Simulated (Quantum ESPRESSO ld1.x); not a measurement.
All-electron atom: Hg4+ in [Kr] 4d10 4f14 5p6 5d10 (not the ground configuration). Method: scalar-relativistic Kohn-Sham, LDA (Slater exchange, Perdew-Wang correlation), spin-polarised, spherical densities, point nucleus; computed with ld1.x of Quantum ESPRESSO 7.5. Some entries of the table are withheld. Estimate them.

orbital,occ.,eigenvalue (hartree),<1/r> (bohr^-1)
1s,2,-3056.98,97.59
2s,2,-543.672,22.89
2p,6,-469.249,20.28
3s,2,-130.696,8.482
3p,6,-109.199,(1)
3d,10,-86.5618,7.258
4s,2,-30.4388,3.645
4p,6,(2),3.285
4d,10,-15.0240,(3)
5s,0,-6.42518,1.533
4f,14,-5.73815,2.544
5p,6,-4.46384,1.318
5d,10,(4),1.000
6p,0,-1.28848,0.5191

Answer. 
(1) 3p <1/r> (bohr^-1): 7.717
(2) 4p eigenvalue (hartree): -23.3880
(3) 4d <1/r> (bohr^-1): 2.950
(4) 5d eigenvalue (hartree): -2.22357
